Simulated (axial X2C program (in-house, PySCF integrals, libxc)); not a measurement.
Potential curves of SnTe⁻, spin-free

Computed with an in-house relativistic program for diatomic molecules. Spin-free means the one-electron spin-free X2C Hamiltonian. Basis: Te dyall-acv3z [12s13p9d5f1g], Sn dyall-acv3z [12s13p10d5f1g] (cores contracted in-house); Gaussian nuclei, density fitting, unrestricted open shells. Masses: Te 129.906 u, Sn 119.902 u.

State: M_S = 1/2, Λ = 1 (beyond evenly filled blocks: π+α). Energies in kJ/mol from the fragments at the same level (Te- + Sn). Fits are polynomials in 1 − R0/R over 0.85 to 1.23 times the lowest point R0.

```tsv
R (Å)	M06	PBE0
2.3072	-218.36	-210.99
2.4133	-276.83	-264.28
2.4929	-302.22	-286.49
2.5724	-315.90	-297.45
2.6520	-320.70	-299.95
2.7448	-318.00	-294.95
2.8376	-308.91	-283.92
2.9570	-290.95	-264.01
3.1028	-263.56	-235.17
3.3150	-219.82	-192.60
```

The state is one determinant whose occupation by symmetry is held fixed; it was picked as the lowest of a PBE0 search that is not exhaustive. De is counted from the lowest determinant-based energies of the atoms at the same level, without counterpoise correction. Without a current term, density functionals place determinants with orbital angular momentum somewhat too high. The highest occupied level of some functionals is positive through self-interaction error; at Hartree–Fock it is bound. The determinant is spin-polarised beyond a pure state at some levels (its spin-free form has ⟨S²⟩ too high), which makes Re and μ there less reliable. Spin-free De lacks the spin–orbit lowering of the heavy p-block atom, a tenth of an eV or more for 4p and 5p, up to an eV for 6p and one to two eV for 7p atoms, less what an open-shell molecule gains itself.

Question: Fit the M06 curve near its minimum: give the equilibrium distance, the harmonic wavenumber and the well depth.

Answer: At M06, spin-free: Re = 2.666 Å, ωe ≈ 212 cm⁻¹, De = 3.32 eV to Te- + Sn; Be follows as 0.038 cm⁻¹.

Question: Fit the PBE0 curve near its minimum: give the equilibrium distance, the harmonic wavenumber and the well depth.

Answer: At PBE0, spin-free: Re = 2.640 Å, ωe ≈ 217 cm⁻¹, De = 3.11 eV to Te- + Sn; Be follows as 0.0388 cm⁻¹.
